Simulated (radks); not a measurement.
Results of a calculation; reference values are marked as such.
Effect of the nuclear size on the europium ion Eu2+, [Xe] 4f7. Code: a radial shooting solver on a logarithmic mesh with Libxc functionals. Model: Dirac Kohn-Sham, BLYP, spin-unpolarised, spherical densities, finite nucleus; open shells are shared between the two j in proportion to 2j + 1; Fermi nuclear charge, rms radius 5.1115 fm. The rms radius is varied about that value; shifts are against it.

rms radius (fm),total energy shift (eV),density at nucleus (e/bohr^3),1s1/2 shift (meV),2s1/2 shift (meV),4p1/2 shift (meV),5s1/2 shift (meV),5p1/2 shift (meV),4f7/2 shift (meV),6s1/2 (empty) shift (meV)
4.447,-4.58,5.996e+05,-1890,-241,0.237,-1.95,0.059,0.210,-0.283
4.9019,-1.50,5.854e+05,-617,-78.9,0.077,-0.638,0.019,0.069,-0.092
5.1115,0,5.793e+05,0.000,0.000,0.000,0.000,0.000,0.000,0.000
5.3926,2.08,5.717e+05,858,110,-0.107,0.887,-0.027,-0.096,0.129
5.6533,4.08,5.651e+05,1690,215,-0.210,1.74,-0.053,-0.188,0.252

Slopes of the eigenvalues against <r^2> in GHz/fm^2, as finite differences over the two radii next to the reference (eigenvalue slopes, not the field-shift constants of lines): 1s1/2 70600, 2s1/2 9020, 4p1/2 -8.83, 5s1/2 73.0, 5p1/2 -2.21, 4f7/2 -7.86, 6s1/2 (empty) 10.6.
